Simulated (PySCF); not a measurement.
## Name the molecule from its bond curve

A diatomic of charge +1 contains Te. Its triplet curve at PBE in a double-zeta basis (scalar-relativistic core potentials, PySCF), in eV from the separated fragments:

```json
{"R (Å)": "1.780", "E (eV)": "-2.243"}
{"R (Å)": "1.863", "E (eV)": "-2.885"}
{"R (Å)": "1.946", "E (eV)": "-3.241"}
{"R (Å)": "2.008", "E (eV)": "-3.371"}
{"R (Å)": "2.070", "E (eV)": "-3.414"}
{"R (Å)": "2.132", "E (eV)": "-3.392"}
{"R (Å)": "2.215", "E (eV)": "-3.292"}
{"R (Å)": "2.318", "E (eV)": "-3.097"}
{"R (Å)": "2.443", "E (eV)": "-2.817"}
{"R (Å)": "2.608", "E (eV)": "-2.441"}
```

The fit gives ωe = 658 cm⁻¹ and the rotational constant Bₑ = 0.3849 cm⁻¹.

Q: Which atom is the partner?

A: The minimum lies at 2.077 Å, so the reduced mass is 16.8576 u Å² cm⁻¹/(Bₑ·Re²) = 10.15 u. With Te at 129.91 u the partner weighs about 11.0 u: B. The molecule is BTe⁺.

Spin–orbit coupling is left out. The state was picked by a PBE0 search and need not be the measured ground state.
